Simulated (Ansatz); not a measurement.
Mulliken charges of F3OV (`[O]=[V]([F])([F])[F]`) from PBE/def2-TZVPP in Ansatz (PBE0-D4/def2-TZVP geometry).

```
atom   x (Å)   y (Å)   z (Å)  charge (e)
  O1   0.575  -0.877   1.161      -0.374
  V2   0.016  -0.024   0.005       1.224
  F3  -1.387   0.785   0.557      -0.284
  F4  -0.367  -1.064  -1.300      -0.284
  F5   1.214   1.106  -0.464      -0.284
```

Problem. By hand: the dipole of these point charges (1 e Å = 4.8032 D).

Solution. Σ q r = (-0.042, 0.064, -0.085) e Å, of length 0.114 e Å = 0.55 D.

Problem. How does the dipole of the full density compare? (Best estimate.)

Solution. Computed: (-0.029, 0.044, -0.060) e Å, 0.38 D; the point charges give 1.45 times that, at 1° from its direction.

Point charges leave out the atoms' own dipoles, such as those of lone pairs, and Mulliken's split depends on the basis, so the two needn't agree.
